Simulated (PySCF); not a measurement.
Vertical excitations of a molecule C5H4O2 from TDDFT-LC-ωPBE/def2-SVPD run with PySCF, as energy in eV (oscillator strength): 4.13 (0.000), 4.70 (0.000), 5.13 (0.194), 6.09 (0.000), 7.07 (0.378), 7.38 (0.009), 7.97 (0.001), 7.97 (0.266), 8.11 (0.142), 8.26 (0.000). Lowest triplet (TDA): 3.17 eV. Geometry optimised at PBE0-D3(BJ)/def2-SVP. One conformer was computed; it need not be the lowest.

### Question
Which structure fits?
A. C=C=C1OCC1=O
B. C#CC1OC(=C)O1
C. C#CC1OC=CO1
D. C=C1OC=CC1=O

### Answer
A, C=C=C1OCC1=O
